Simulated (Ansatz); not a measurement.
A CCSD(T) single point on C$_{3}$H$_{5}$F$_{3}$O (`CC(F)(F)OCF`).

```yaml
crystal:
  periodic: [false, false, false]
  atoms:
    - {symbol: C, position_ang: [0.752039, -0.367026, 1.611912]}
    - {symbol: C, position_ang: [0.042766, -0.474675, 0.298184]}
    - {symbol: F, position_ang: [0.732529, -1.260471, -0.565440]}
    - {symbol: F, position_ang: [-1.161284, -1.097242, 0.451631]}
    - {symbol: O, position_ang: [-0.153561, 0.768723, -0.238300]}
    - {symbol: C, position_ang: [-0.681109, 0.821876, -1.525362]}
    - {symbol: F, position_ang: [0.326703, 0.894051, -2.442513]}
    - {symbol: H, position_ang: [0.878663, -1.364332, 2.030393]}
    - {symbol: H, position_ang: [0.162709, 0.245469, 2.292508]}
    - {symbol: H, position_ang: [1.726067, 0.094618, 1.457572]}
    - {symbol: H, position_ang: [-1.261734, 1.742603, -1.587953]}
    - {symbol: H, position_ang: [-1.286886, -0.058796, -1.748732]}
basis:
  gaussian: {orbitals: def2-TZVPP}
correlation: {method: ccsd_t}
output: {orbitals: {seedname: orbitals}}
```

```sh
$ ansatz run in.yaml --threads 4 --pin off --events-out ev --progress --plain --max-ram 11315MiB
```

Log, shortened:

```
Functional definition: HF
1805 factors; integrals over basis functions are off by at most 1.0e-3 eV
mean field evaluation 1: about -13326.4521 eV, gradient 4.9e1 eV
mean field evaluation 2: about -13326.7729 eV, gradient 4.9e1 eV
mean field evaluation 4: about -13331.3384 eV, gradient 4.4e0 eV
mean field evaluation 8: about -13331.4053 eV, gradient 2.8e-1 eV
mean field -13331.40558609 eV, -489.9201189375 hartree, gradient 2.4e-6 eV, S^2 0.000000; 0 other end points of the search recorded, 0 dependent functions left out
7 core orbitals not correlated: weight in the atoms' cores, before any rotation towards them, 1.000 or more for the frozen orbitals, at most 0.000 for the correlated occupied ones
reference -13331.40558609 eV, -489.9201189375 hartree; 22, 22 occupied and 258, 258 virtual orbitals, 1805 factors
second order -40.24833842 eV of doubles, -0.00000000 eV of singles
cycle   1  -39.98611915 eV  change    2.6e-1 eV  update   1.2e-1
cycle   2  -40.82685051 eV  change   -8.4e-1 eV  update   3.4e-2
cycle   3  -41.00953781 eV  change   -1.8e-1 eV  update   1.6e-2
cycle   4  -40.98802330 eV  change    2.2e-2 eV  update   3.3e-3
cycle   5  -40.98623036 eV  change    1.8e-3 eV  update   1.5e-3
cycle   6  -40.98774261 eV  change   -1.5e-3 eV  update   4.3e-4
cycle   7  -40.98748117 eV  change    2.6e-4 eV  update   1.5e-4
cycle   8  -40.98735540 eV  change    1.3e-4 eV  update   4.4e-5
cycle   9  -40.98736659 eV  change   -1.1e-5 eV  update   1.5e-5
perturbative correction -1.40329980 eV, -0.0515703163 hartree
Total energy: -13373.79625247 eV, -491.4779471936 hartree
```

Run time 13 min (4 threads of an Arm Neoverse V1 on a shared host); peak host memory 9.8 GiB.

MP2 recovers 94.9 % of the CCSD(T) correlation energy and the triples give 3.3 %; T1 = 0.0116.
